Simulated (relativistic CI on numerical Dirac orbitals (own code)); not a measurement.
## Radial parameters of Os11+

Computed by Dirac-Coulomb-Breit CI, separate exchange-only KLI orbitals for each configuration, a model potential for QED, unscaled Slater integrals (own radial code, finite nucleus).

Slater integrals F^k, G^k are unscaled and averaged over j, outside the closed core [Kr] 4d10; ζ comes from projecting the Hamiltonian with its Breit term on Σ l·s of the shell.

- 4f14.5s2.5p3: F^2(5p,5p) = 102090, ζ(5p) = 82172 cm⁻¹; <r>(5p) = 1.05, <r^2>(5p) = 1.232 (bohr units).
- 4f13.5s2.5p4: ζ(4f) = 6220, F^2(5p,5p) = 102990, F^2(4f,5p) = 76104, G^2(4f,5p) = 29393, G^4(4f,5p) = 25171, ζ(5p) = 84526 cm⁻¹; <r>(4f) = 0.5277, <r^2>(4f) = 0.3346, <r>(5p) = 1.04, <r^2>(5p) = 1.209 (bohr units).
- 4f14.5s.5p4: F^2(5p,5p) = 102120, G^1(5s,5p) = 132910, ζ(5p) = 81748 cm⁻¹; <r>(5s) = 0.9489, <r^2>(5s) = 1.004, <r>(5p) = 1.049, <r^2>(5p) = 1.231 (bohr units).

In this model ζ of a weakly bound d, f or g electron outside closed shells comes out too small, for d by up to a factor of two or three and at times with the wrong sign; that of an outer p electron is too small as well.

Averages of the first 10 configurations, taken without configuration mixing, which lowers the lowest level and can move excited configurations by several eV; other configurations of the list can lie among them:

```
  Configuration  Parity  States  Average energy above the lowest level (eV)
   4f14.5s2.5p3     odd      20                                        17.0
   4f13.5s2.5p4     odd     210                                        35.4
    4f14.5s.5p4    even      30                                        64.1
4f14.5s2.5p2.5d    even     150                                        77.4
 4f14.5s.5p3.5d     odd     400                                       122.8
4f14.5s2.5p2.5f     odd     210                                       134.6
4f13.5s2.5p3.5d    even    2800                                        96.5
4f14.5s2.5p2.5g    even     270                                       170.0
4f14.5s2.5p2.6s    even      30                                       110.2
       4f14.5p5     odd       6                                       116.0
```
